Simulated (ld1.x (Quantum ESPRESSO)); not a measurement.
# Transferability test, TM potential for indium (In)

ld1.x (Quantum ESPRESSO) 7.5 input, shortened:

```
&input
   title='In', zed=49., rel=1, dft='PBESOL', iswitch=3,
   config='[Kr] 4d10 4f-2 5s1 5p0'
 /
 &inputp
   pseudotype=2, tm=.true., lloc=-1, rcloc=1.65,
   nlcc=.true., new_core_ps=.true.
 /
4
5S  1  0   1.00   0.00  1.60  1.60  0.0
5P  2  1   0.00   0.00  2.60  2.60  0.0
4D  3  2  10.00   0.00  1.10  1.10  0.0
4F  4  3  -2.00   0.40  2.85  2.85  0.0
 &test
   configts(1)='4d10 5s1 5p0'
 /
```

Energies are relative to the spin-unpolarised reference configuration 4d10 5s1 5p0; without spin polarisation the order of configurations can differ from experiment.

```csv
valence configuration,charge,ΔE all-electron (eV),error AE − PS (meV)
4d10 5s2 5p0,+1,-19.278,-8.4
4d10 5s0 5p0,+3,28.266,-13
4d10 5s0 5p3,0,-12.626,+1.4
4d10 5s2 5p0.5,+0.5,-22.697,-7.6
4d10 5s1 5p1,+1,-12.624,+1.2
4d9 5s0 5p0,+4,84.633,-190
```

(1) What are ΔE and the potential's error for 4d10 5s2 5p1?

Levels in the configuration 4d10 5s0 5p3:

| level | all-electron (eV) | pseudo (eV) |
| --- | --- | --- |
| 4d | -21.680 | -21.897 |
| 5p | -3.853 | -3.861 |

Note: ghost state, extra bound levels that the all-electron valence spectrum of the same l lacks: s at -49.5 eV. A true bound ghost makes a file unfit for plane-wave use.

Results:

(1) ΔE = -24.638 eV all-electron; the error (AE − PS) is -4.5 meV.
